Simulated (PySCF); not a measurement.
## Sc: ionisation energy

Sc [Ar] 3d1 4s2 (2D) → Sc⁺ [Ar] 3d1 4s1 (3D), as a difference of total energies. All numbers are calculated (PySCF 2.14, no relativity, point nucleus, in aug-cc-pVDZ (7s6p4d2f, 59 functions)). Correlated levels: valence: [Ar] frozen. The calculations carry no spin-orbit coupling.

```csv
method,ionisation energy (eV),difference from reference (eV)
UHF,5.368,-1.194
MP2 (valence),6.025,-0.537
SCS-MP2 (valence),6.157,-0.405
CCSD (valence),6.313,-0.249
CCSD(T) (valence),6.336,-0.226
CCSDT (valence),6.351,-0.211
```

Reference: 6.562 eV (measured; NIST levels, between the centres of gravity of the two terms).

These non-relativistic numbers lack the scalar-relativistic shift.

Errors of the correlated levels include the incompleteness of this basis and the frozen core.
